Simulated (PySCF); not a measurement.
Molecule: `InChI=1S/ClH5P2Si/c1-4(2)3/h4H,2-3H2`.

Bonds (- single, = double, # triple, : aromatic): P1-Si2, Si2-P3, Si2-Cl4. P1 carries H5, H6; Si2 carries H7; P3 carries H8, H9.

Frames of a GFN2-xTB Langevin trajectory at 400 K; GIAO PBE0/pcSseg-1 shieldings in PySCF 2.14, gas phase, non-relativistic; equivalent atoms averaged within each frame.

Chemical shifts δ = σref − σ; $^{31}$P (σref 318.38) vs H3PO4; $^{29}$Si (σref 349.16), $^{1}$H (σref 31.72) vs TMS; $^{35}$Cl (σref 949.78) vs HCl, all at this level. The references are static minima.

Q: How do the shifts (ppm) fluctuate along the trajectory?

A: 
```tsv
time (fs)	P1/P3	Si2	Cl4	H7	H5/H6/H8/H9
optimised geometry	-231.6	19.6	-30	5.87	1.56
250	-188.1	13.2	32	6.96	2.79
425	-248.0	15.3	32	7.24	1.43
625	-259.9	21.7	0	6.37	1.47
800	-249.0	41.6	30	7.33	2.17
1000	-260.9	33.2	45	7.04	1.39
mean of frames	-241.2	25.0	28	6.99	1.85
standard deviation	30.3	12.1	17	0.38	0.62
```

5 frames give an uncertainty of the mean of about the standard deviation over 2.2 at best, since frames this close in time may not be independent; classical motion lacks zero-point vibration, and the reference would need the same averaging.
